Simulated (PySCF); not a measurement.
## From computed data to an observable: chemical shift, span and skew from a shielding tensor

Ga(F)(vinyl)(OH) (C2H4FGaO), SMILES [OH][Ga]([CH]=C)[F]. Atoms are numbered in the order given.

```xyz
9

Ga    -0.0447    -0.3036     0.0000
F     -1.1115    -1.7247     0.0000
C     -0.7025     1.5190     0.0000
C      0.1465     2.5667     0.0000
H     -1.7916     1.6979     0.0000
H     -0.2179     3.6100     0.0000
H      1.2422     2.4366     0.0000
O      1.7062    -0.7064     0.0000
H      1.8430    -1.6722     0.0000
```

Geometry: PBE-D3(BJ)/def2-SVP. The structure was generated by enumeration; whether it is a known compound was not checked. Other conformers were not sampled.

GIAO shieldings from PySCF with PBE/pcSseg-1, non-relativistic, no solvent. The symmetric part of the tensor of C3 has the principal values -59.0, 29.4, 154.2 ppm. The same nucleus in TMS has σ = 182.0 ppm at this level (PySCF, at its B3LYP-D3(BJ)/def2-TZVP geometry).

**Question.** Work out the isotropic shielding, the ¹³C shift against TMS, the span and the skew.

**Answer.** 
σ(iso) = (σ11 + σ22 + σ33)/3 = 41.5 ppm. δ = σ(ref) − σ(iso) = 182.0 − (41.5) = 140.5 ppm.
Span Ω = σ33 − σ11 = 213.2 ppm. Skew κ = 3(σ(iso) − σ22)/Ω = 0.17. Tumbling in solution averages the tensor to δ; in a static solid the shielding alone would spread this spin-1/2 line over Ω.
